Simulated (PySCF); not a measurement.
Geometry:
```
atom   x (Å)   y (Å)   z (Å)
  F1   3.221  -1.701  -1.548
  C2   3.325  -0.825  -0.485
  C3   2.028  -0.307  -0.101
  C4   0.936   0.099   0.187
  C5  -0.386   0.571   0.513
  C6  -1.388  -0.568   0.830
 Si7  -2.691   0.209  -0.333
  C8  -1.118   1.237  -0.681
  H9   3.784  -1.385   0.340
 H10   3.991  -0.015  -0.809
 H11  -0.314   1.264   1.355
 H12  -1.615  -0.664   1.890
 H13  -1.009  -1.530   0.490
 H14  -3.765   0.937   0.346
 H15  -3.205  -0.623  -1.417
 H16  -1.169   2.320  -0.608
 H17  -0.632   0.994  -1.624
```

One conformer, in vacuum, fast rotation and ring inversion assumed for equivalent nuclei, non-relativistic Hamiltonian. GFN2-xTB geometry; PBE0/pcSseg-1 with gauge-including orbitals; PySCF 2.14.

Referencing at the same level of theory: $^{13}$C (σref 186.93) against TMS.

Question: Do the $^{13}$C shifts follow the atomic charges (in e)? Tabulate both.

Answer: 
```tsv
atoms	hybridisation	δ (ppm)	σ para (ppm)	Hirshfeld	IAO	Mulliken	ESP-fitted
C4	sp	105.5	-176	-0.03	-0.02	+0.20	-0.63
C3	sp	83.9	-164	-0.08	-0.10	-0.35	+0.13
C2	sp3	74.1	-133	+0.04	+0.03	+0.22	+0.07
C5	sp3	24.6	-89	-0.01	-0.12	-0.35	+0.82
C6/C8	sp3	19.9	-85	-0.16	-0.54	-0.43	-0.59
```

Correlation coefficients of δ with charge over these carbons: Hirshfeld +0.39, IAO +0.70, Mulliken +0.72, ESP-fitted -0.33; with the paramagnetic shielding -0.98. With so few points, grouped by hybridisation, these coefficients are fragile. Charge is one influence among several: hybridisation and low-lying excitations act through the paramagnetic term.

Shifts are as computed. Against solution values, carbons near 30 ppm lie about +3 ppm off and those near 130 ppm about +5 ppm. Of 1309 compounds with measured shifts, 239 miss one by over three times the rms of a fit or turn the order of signals round; such compounds aren't used in these exercises.
